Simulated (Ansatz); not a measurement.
Computed with Ansatz on PBE0-D4/def2-TZVP structures; ΔE is electronic, products minus reactants. CCSD(T)/CBS adds triple-zeta CCSD(T) − MP2 to the extrapolated MP2 energy (def2 sets, frozen cores). This one scheme is used for every species. DFT in def2-TZVPP. B3LYP here is the variant with VWN-RPA as its local correlation; programs differ in this. One conformer a species, not always the lowest.

`OBNCO` + H₂ → `CNBO` + H₂O  (hydrogenolysis of a C–O bond)

| level | ΔE (kJ/mol) |
| --- | --- |
| ωB97M-V | -82.2 |
| PBE | -81.0 |
| B3LYP | -86.1 |
| CCSD/def2-TZVPP | -87.9 |
| CCSD(T)/def2-TZVPP | -84.1 |
| MP2/def2-QZVPP | -88.4 |
| SCS-MP2/def2-QZVPP | -88.2 |
| CCSD/CBS(def2) | -91.9 |

Problem. What does CCSD(T)/CBS give? (Estimate.)

Solution. Ansatz gave: -88.1 kJ/mol. The listed levels differ from it by 5.9, 7.1, 2.0, 0.2, 4.0, -0.3, -0.1, -3.8 kJ/mol.

Largest T1 diagnostic among the species: 0.012.

In def2-TZVPP, CCSD(T) changes the Hartree–Fock value by +8.4 kJ/mol (the triples alone add +3.8 kJ/mol) and MP2 by +6.8 kJ/mol. From PBE to PBE0 (25 % exact exchange), in def2-TZVPP and without D4, ΔE moves by −5.2 kJ/mol.
